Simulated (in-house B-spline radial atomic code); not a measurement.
Response of Cd2+ as one setting changes: the radius of a hard wall (bohr). Method: TDHF. A dash marks a strongly mixed or unbound state. A box has no continuum, so excitations may lie above minus the highest level. Computed with an all-electron radial atomic-structure program (B-spline basis): linear response of the closed shell [Kr] 4d10 with bare exchange (time-dependent Hartree-Fock); scalar-relativistic (spin-free one-electron X2C), finite nucleus, no spin-orbit coupling, no double excitations, S, P, D and F terms only; shells from n = 2 respond. Only terms of natural parity with L up to 3 were computed.

| radius of a hard wall (bohr) | lowest 1P (eV) | lowest 3P, Tamm-Dancoff (eV) | minus highest occupied level (eV) | α (bohr³) |
| --- | --- | --- | --- | --- |
| 2.5 | 4d → 5p 53.69 | 4d → 5p 49.71 | 28.312 | 2.087 |
| 3 | 4d → 5p 35.48 | 4d → 5p 32.28 | 34.49 | 3.001 |
| 3.5 | 4d → 5p 27.260 | 4d → 5p 24.639 | 36.76 | 3.792 |
| 4 | ? | ? | ? | ? |
| 4.5 | 4d → 5p 21.117 | 4d → 5p 19.201 | 37.91 | 4.676 |
| 5.5 | ? | ? | ? | ? |
| 6.5 | 4d → 5p 18.936 | 4d → 5p 17.468 | 38.07 | 4.96 |
| 8 | 4d → 5p 18.802 | 4d → 5p 17.382 | 38.07 | 4.966 |
| 10 | 4d → 5p 18.789 | 4d → 5p 17.375 | 38.07 | 4.966 |
| 15 | 4d → 5p 18.788 | 4d → 5p 17.375 | 38.07 | 4.966 |

Problem. What belongs in the row for 5.5?

Solution. lowest 1P (eV): 4d → 5p 19.406; lowest 3P, Tamm-Dancoff (eV): 4d → 5p 17.813; minus highest occupied level (eV): 38.05; α (bohr³): 4.918.

Problem. What belongs in the row for 4?

Solution. lowest 1P (eV): 4d → 5p 23.218; lowest 3P, Tamm-Dancoff (eV): 4d → 5p 21.011; minus highest occupied level (eV): 37.60; α (bohr³): 4.348.
